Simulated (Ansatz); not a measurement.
The cluster Cs₂F⁺. The state is a triplet with charge 1. Geometry PBE0-D4/def2-TZVP, that of the neutral doublet; atoms count from 1.

Cartesian coordinates in Å:
```
Cs -0.334 -2.177 0.795
Cs 0.528 2.279 -0.098
F -0.194 -0.102 -0.697
```

In the def2 sets Cs takes a core potential; there is no spin–orbit coupling. At PBE0-D4/def2-TZVP a singlet of charge 1 lies 6.88 eV below the triplet at the same geometry. The structure comes from a short search, and lower isomers may exist.

Estimate the Mulliken populations from the PBE0/def2-TZVP orbitals of Ansatz.


```
atom  charge (e)  spin (α − β)
 Cs1        0.54          0.57
 Cs2        0.54          0.57
  F3       -0.07          0.87
```
Mulliken values and Mayer orders depend strongly on the basis.

Where does the spin sit?

Summed by element: Cs 1.13, F 0.87, of 2 unpaired in all. Largest on single atoms: F3 0.87, Cs2 0.57, Cs1 0.57.

And the Mayer bond orders between bonded heavy atoms (over 0.3)?

Cs1–Cs2 0.53 (4.63 Å).
